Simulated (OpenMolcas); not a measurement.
## Co I: effect of the IPEA shift

* Program: OpenMolcas
* Basis: ANO-RCC-VTZP [6s5p3d2f1g]
* Scalar Hamiltonian: DKH2, point nucleus
* Active space: 7 electrons in 5 orbitals (3d)
* State averaging: 2S+1 = 4 even, 10 roots; 2S+1 = 2 even, 40 roots (35 in the spin-orbit step)
* Spin-orbit coupling: state interaction with AMFI integrals over the reference wave functions, term energies averaged over their components

Methods on the same reference wave functions:
A. CASSCF
B. SS-CASPT2, IPEA 0 Eh, imaginary shift 0.1 Eh (closed shells correlated: 3s 3p 4s)
C. SS-CASPT2, IPEA 0.25 Eh, imaginary shift 0.1 Eh (closed shells correlated: 3s 3p 4s)

Energies in cm⁻¹ above 3d⁷ 4s² ⁴F_9/2, the measured ground level; measured values from NIST Handbook of Basic Atomic Spectroscopic Data.

| Level | A | B | C | Measured |
| --- | --- | --- | --- | --- |
| 3d⁷ 4s² ⁴F_9/2 | 0.0 | 0.0 | 0.0 | 0.0 |
| 3d⁷ 4s² ⁴F_7/2 | 827 | 833 | 831 | 816 |
| 3d⁷ 4s² ⁴F_5/2 | 1438 | 1441 | 1440 | 1407 |
| 3d⁷ 4s² ⁴F_3/2 | 1859 | 1855 | 1855 | 1809 |
| 3d⁷ 4s² ²G_9/2 | 18592 | 15040 | 15720 |  |
| 3d⁷ 4s² ⁴P_5/2 | 18688 | 14400 | 14830 | 13795 |
| 3d⁷ 4s² ⁴P_3/2 | 18964 | 14680 | 15110 | 14036 |
| 3d⁷ 4s² ⁴P_1/2 | 19345 | 15060 | 15490 | 14399 |
| 3d⁷ 4s² ²G_7/2 | 19377 | 15830 | 16510 |  |
| 3d⁷ 4s² ²P_3/2 [73 %] | 24599 | 20160 | 20770 |  |
| 3d⁷ 4s² ²H_11/2 | 24728 | 20670 | 21230 |  |
| 3d⁷ 4s² ²P_1/2 | 25419 | 21200 | 21770 |  |
| 3d⁷ 4s² ²H_9/2 | 25420 | 21370 | 21930 |  |
| 3d⁷ 4s² ²D_5/2 | 26770 | 21280 | 22050 |  |
| 3d⁷ 4s² ²D_3/2 | 27995 | 22730 | 23450 |  |
| 3d⁷ 4s² ²F_5/2 | 42852 | 34580 | 35360 |  |
| 3d⁷ 4s² ²F_7/2 | 43170 | 34900 | 35680 |  |

Deviations, from unrounded energies. A percentage is the sum of absolute deviations over the sum of measured energies, with the sign that they share, or ± where signs differ.

| Against measurement | Levels | A | B | C |
| --- | --- | --- | --- | --- |
| mean absolute deviation (cm-1) | 6 | 2500 | 330 | 550 |
| fine structure of the ground term (%) | 3 | +2.3 | +2.4 | +2.3 |
| other terms of the ground configuration (%) | 3 | +35.0 | +4.5 | +7.6 |

B lies closest to measurement on these levels and A furthest from it. The largest miss of B in the table is 3d⁷ 4s² ⁴P_1/2, by +660 cm-1. The ranking rests on the paired levels alone, and a cruder setting can come out closer through cancelling errors.

Between B and C the level of the table that moves most is 3d⁷ 4s² ²F_5/2, by 780 cm-1 (lowest in B, highest in C). Moves below CASPT2's spread within the term are not significant.

The mean deviations of B to C differ by less than CASPT2's widest spread within a term (2100 cm-1), so their order carries little weight.

From A to B the spin-free energies of the other terms of 3d⁷ 4s² shown, above ⁴F, scale by factors of 0.76 to 0.83, as is usual when dynamic correlation screens the repulsion within a d or f shell.

The lowest spin-free term lies below A's lowest term by 0.578 hartree in B, 0.568 hartree in C.

Term energies are means over components that CASPT2 splits; among the terms shown or strongly mixed into the levels shown the widest spread is 2100 cm-1 (3d⁷ 4s² ⁴F, B). Some high roots are left out of the spin-orbit mixing, which shifts the levels that they would mix with. With the s shell closed, the reference lacks s² → p², s² → d² and s → d mixing, so excited terms can stand far too high and out of order, with CASPT2 too. Without dynamic correlation excited terms often stand tens of per cent too high (terms of higher spin than the ground term too low), and those without a measured partner can miss by more than the paired ones (holds for A). The CASPT2 spread within a term exceeds the gap to the next term for 3d⁷ 4s² ²P and 3d⁷ 4s² ²H, 3d⁷ 4s² ²H and 3d⁷ 4s² ²D, so the order of their levels is uncertain (holds for B; C). Measured partners are found by configuration, term and J. A level has none where our copy of the source lacks it or the pairing is in doubt (some pairs that miss far off the trend of their configuration count as doubtful), and it then counts in no deviation. Levels of configurations outside the active space are missing.

A share in square brackets marks a mixed level and gives the weight of the term that names it, the lowest over the columns.
